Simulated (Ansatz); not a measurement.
## Redistribution: CBr2ClF + CHBr2Cl → CBrCl2F + CHBr3

Species: CBr2ClF (dibromochlorofluoromethane) `FC(Cl)(Br)Br`, singlet; CHBr2Cl (chlorodibromomethane) `ClC(Br)Br`, singlet; CBrCl2F (bromodichlorofluoromethane) `FC(Cl)(Cl)Br`, singlet; CHBr3 (bromoform) `BrC(Br)Br`, singlet. The partners trade Br for Cl; both sit on C, so the bond types are kept.

Shapes, held fixed at every level: PBE0-D4/def2-TZVP. Programs: Ansatz 0.2.0. The zero-point and thermal change to 298 K, harmonic and unscaled (PBE0-D4/def2-TZVP), is -0.1 kJ/mol.

```csv
level,kind,ΔH(298 K) (kJ/mol),less CCSD(T)/def2-TZVPP
PBE-D4/def2-TZVPP,GGA,-2.7,+2.4
BHLYP-D4/def2-TZVPP,global hybrid,-4.5,+0.6
wB97M-V/def2-TZVPP,range-separated hybrid,-4.4,+0.7
MP2/def2-SVP,perturbation theory,-8.9,-3.8
MP2/def2-TZVPP,perturbation theory,-5.4,-0.3
CCSD(T)/def2-SVP,coupled cluster or CI,-8.1,-3.0
CCSD(T)/def2-TZVPP,coupled cluster or CI,-5.1,0.0
```

The highest level, CCSD(T)/def2-TZVPP, gives ΔH(298 K) = -5.1 kJ/mol; the levels span -8.9 to -2.7. The column of differences is taken from that level and isn't an error. No measured value is set beside it here. Relativity is left out for Br. Outer-core shells of Br are correlated in most correlated rows, in sets that cover them unevenly.
